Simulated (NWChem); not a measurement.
System: CH5F2NOSi; SMILES F[Si](CN)(O)F

NWChem input:

```
start job
memory heap 200 mb stack 900 mb global 1100 mb
geometry units angstroms noautosym nocenter noautoz
  N     -0.035889     2.393846    -0.118356
  C     -0.656277     1.269051     0.576971
  Si    -0.005076    -0.389369     0.056490
  O      1.615332    -0.420986     0.307369
  F     -0.717319    -1.628521     0.810981
  F     -0.296318    -0.643441    -1.516337
  H      0.974356     2.375144     0.010093
  H     -0.197844     2.327412    -1.121584
  H     -1.748957     1.299158     0.425919
  H     -0.520729     1.388752     1.665834
  H      2.127235    -1.161746    -0.030408
end
basis spherical
  * library def2-svp
end
dft
  xc pbe0
  iterations 150
end
cosmo
  do_cosmo_smd true
  solvent water
end
task dft energy
```

Parts of the log:

```
             Northwest Computational Chemistry Package (NWChem) 7.3.0
             --------------------------------------------------------

                             Geometry "geometry" -> ""
                             -------------------------

 Output coordinates in angstroms (scale by  1.889725989 to convert to a.u.)

  No.       Tag          Charge          X              Y              Z
 ---- ---------------- ---------- -------------- -------------- --------------
    1 N                    7.0000    -0.03588900     2.39384600    -0.11835600
    2 C                    6.0000    -0.65627700     1.26905100     0.57697100
    3 Si                  14.0000    -0.00507600    -0.38936900     0.05649000
    4 O                    8.0000     1.61533200    -0.42098600     0.30736900
    5 F                    9.0000    -0.71731900    -1.62852100     0.81098100
    6 F                    9.0000    -0.29631800    -0.64344100    -1.51633700
    7 H                    1.0000     0.97435600     2.37514400     0.01009300
    8 H                    1.0000    -0.19784400     2.32741200    -1.12158400
    9 H                    1.0000    -1.74895700     1.29915800     0.42591900
   10 H                    1.0000    -0.52072900     1.38875200     1.66583400
   11 H                    1.0000     2.12723500    -1.16174600    -0.03040800

 Effective nuclear repulsion energy (a.u.)     338.6238385640

                                 NWChem DFT Module
                                 -----------------

 Summary of "ao basis" -> "ao basis" (spherical)
 ------------------------------------------------------------------------------
       Tag                 Description            Shells   Functions and Types
 ---------------- ------------------------------  ------  ---------------------
 N                          def2-svp                 6       14   3s2p1d
 C                          def2-svp                 6       14   3s2p1d
 Si                         def2-svp                 8       18   4s3p1d
 O                          def2-svp                 6       14   3s2p1d
 F                          def2-svp                 6       14   3s2p1d
 H                          def2-svp                 3        5   2s1p

 in cosmo_initialize ...
 calling solv_data for solv:h2o

 solvent parameters
 solvname_short: h2o
 solvname_long:  water
 dielec:       78.4000
 dielecinf:     1.7769
 aqueous SMD model solvent descriptors
 dielec:       78.4000
 sola:          0.8200

          ---------------
          -cosmo- solvent
          ---------------
 Cosmo: York-Karplus, doi: 10.1021/jp992097l
 dielectric constant -eps-     =  78.40
 screen = (eps-1)/(eps    )    =   0.98724
 surface charge correction     = lagrangian

   van der Waals surface
 --------------------------

[...]

                                COSMO-SMD solvation results
                                ---------------------------

             internal energy in gas <Psi(g)|H|Psi(g)> =      -659.565517164434
         internal energy in solvent <Psi(s)|H|Psi(s)> =      -659.564038266335
                               delta internal energy  =         0.001478898099 (    0.93 kcal/mol)
   total free energy in solvent <Psi(s)|H+V/2|Psi(s)> =      -659.583030778327
 polarization energy contribution <Psi(s)|V/2|Psi(s)> =        -0.018992511992 (  -11.92 kcal/mol)
    total free energy in solvent including G(SMD-CDS) =      -659.577458095283
                       G(SMD-CDS) energy contribution =         0.005572683044 (    3.50 kcal/mol)
     1 M fixed-concentration free energy of solvation =        -0.011940930849 (   -7.49 kcal/mol)

                       DFT Final Molecular Orbital Analysis
                       ------------------------------------

 Vector   27  Occ=2.000000D+00  E=-3.815252D-01
              MO Center= -4.2D-01,  1.3D+00,  4.5D-01, r^2= 2.8D+00
   Bfn.  Coefficient  Atom+Function         Bfn.  Coefficient  Atom+Function
  ----- ------------  ---------------      ----- ------------  ---------------
    99     -0.282717   9 H  s                18      0.269637   2 C  px
   104      0.259750  10 H  s                20      0.242772   2 C  pz
    89     -0.185045   7 H  s                94      0.181762   8 H  s
     4      0.163618   1 N  px               51     -0.156016   4 O  py
     6      0.155059   1 N  pz               21      0.125514   2 C  px

 Vector   28  Occ=2.000000D+00  E=-3.580052D-01
              MO Center=  1.3D+00, -4.1D-01,  2.5D-01, r^2= 1.6D+00
   Bfn.  Coefficient  Atom+Function         Bfn.  Coefficient  Atom+Function
  ----- ------------  ---------------      ----- ------------  ---------------
    52      0.507148   4 O  pz               55      0.384140   4 O  pz
    51     -0.277512   4 O  py               54     -0.205546   4 O  py
    78     -0.152643   6 F  px               64      0.132259   5 F  px
    81      0.113017   6 F  px               67     -0.097654   5 F  px
    41      0.082217   3 Si pz               20     -0.077629   2 C  pz

 Vector   29  Occ=2.000000D+00  E=-2.444724D-01
              MO Center= -2.0D-01,  2.0D+00,  7.8D-02, r^2= 2.0D+00
   Bfn.  Coefficient  Atom+Function         Bfn.  Coefficient  Atom+Function
  ----- ------------  ---------------      ----- ------------  ---------------
     5      0.421681   1 N  py                8     -0.393182   1 N  py
    31     -0.248020   3 Si s                 4     -0.195521   1 N  px
    19      0.189601   2 C  py                6      0.183055   1 N  pz
     3     -0.176814   1 N  s                 7      0.157446   1 N  px
    17     -0.154615   2 C  s                 2     -0.152877   1 N  s

 Vector   30  Occ=0.000000D+00  E= 5.318576D-02
              MO Center=  5.9D-01,  1.6D-01, -9.1D-02, r^2= 6.2D+00
   Bfn.  Coefficient  Atom+Function         Bfn.  Coefficient  Atom+Function
  ----- ------------  ---------------      ----- ------------  ---------------
    32     -1.033438   3 Si s                17      0.941419   2 C  s
    49      0.600191   4 O  s                 3      0.585590   1 N  s
   110     -0.515022  11 H  s               100     -0.450608   9 H  s
   105     -0.429793  10 H  s                90     -0.399863   7 H  s
    95     -0.364083   8 H  s                22     -0.283826   2 C  py

 Vector   31  Occ=0.000000D+00  E= 7.523047D-02
              MO Center= -1.2D-01,  3.6D-01,  2.4D-01, r^2= 4.9D+00
   Bfn.  Coefficient  Atom+Function         Bfn.  Coefficient  Atom+Function
  ----- ------------  ---------------      ----- ------------  ---------------
     3      0.987501   1 N  s                32      0.864165   3 Si s
    17     -0.838738   2 C  s                95     -0.494647   8 H  s
    41      0.438469   3 Si pz               90     -0.390296   7 H  s
    63     -0.381037   5 F  s                 8     -0.306616   1 N  py
    39     -0.262656   3 Si px               23      0.215497   2 C  pz

 Vector   32  Occ=0.000000D+00  E= 9.359157D-02
              MO Center=  5.1D-02, -1.8D-01,  6.7D-02, r^2= 5.4D+00
   Bfn.  Coefficient  Atom+Function         Bfn.  Coefficient  Atom+Function
  ----- ------------  ---------------      ----- ------------  ---------------
    17      0.884501   2 C  s               105     -0.710286  10 H  s
   110      0.603769  11 H  s                39      0.586858   3 Si px
    49     -0.570390   4 O  s                32     -0.562059   3 Si s
    41      0.419928   3 Si pz               77      0.332651   6 F  s
    95     -0.290211   8 H  s                 9     -0.212957   1 N  pz

     Multipole analysis of the density
     ---------------------------------

     L   x y z        total         alpha         beta         nuclear
     -   - - -        -----         -----         ----         -------
     0   0 0 0     -0.000000    -29.000000    -29.000000     58.000000

     1   1 0 0      0.636467      0.153794      0.153794      0.328878
     1   0 1 0     -0.106870     -1.313160     -1.313160      2.519451
     1   0 0 1     -0.155898     -0.536015     -0.536015      0.916132

     2   2 0 0    -27.059532    -80.902825    -80.902825    134.746119
     2   1 1 0     -2.539251      3.005743      3.005743     -8.550738
     2   1 0 1     -1.144519      1.054744      1.054744     -3.254007
     2   0 2 0    -33.736162   -189.950262   -189.950262    346.164361
     2   0 1 1     -0.622394      2.764789      2.764789     -6.151972
     2   0 0 2    -30.901175    -75.665894    -75.665894    120.430613
```

Level: PBE0/def2-SVP, SMD on the gas-phase geometry. Geometry: optimised at PBE0/def2-SVP. Solvent: water.
